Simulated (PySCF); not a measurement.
## Nb: ionisation energy

Nb [Kr] 4d4 5s1 [4d3/2^4 5s1/2^1, M_J = 1/2] → Nb⁺ [Kr] 4d4 [4d3/2^4, M_J = 0], as a difference of total energies. Calculation: PySCF 2.14, in x2c-TZVPall-2c; the two-component X2C-1e Hamiltonian. Correlated levels: [Ar] 3d10 frozen; the 6 highest virtual spinors dropped. "Screened" scales the spin-orbit matrix elements by Boettger's factors to mimic the two-electron term; Breit and QED terms are absent.

```tsv
method	ionisation energy (eV)
GHF (spin-free)	5.998
GMP2 (spin-free)	6.692
GHF (screened spin-orbit)	5.992
GMP2 (screened spin-orbit)	6.686
```

How much does correlation contribute at GMP2 (screened spin-orbit)?

6.686 − (5.992) = 0.694 eV, measured against GHF (screened spin-orbit).

The spin-free rows relax to the high-spin LS determinant and lack the spin-orbit shift.

Errors of the correlated levels include the incompleteness of this basis and the frozen core.

The labels give the starting determinants; with spin-orbit coupling the two ends relaxed to ⟨J²⟩ = 4.62, ⟨L²⟩ = 6.01, ⟨S²⟩ = 8.75 and ⟨J²⟩ = 3.85, ⟨L²⟩ = 6.04, ⟨S²⟩ = 6.00.

The determinant of Nb and of Nb⁺ mixes levels of different J (the jj label is only the starting occupation), so the difference between spin-free and spin-orbit rows is not the physical spin-orbit shift.

For comparison: 6.759 eV (measured; NIST Atomic Spectra Database, ionization energies).
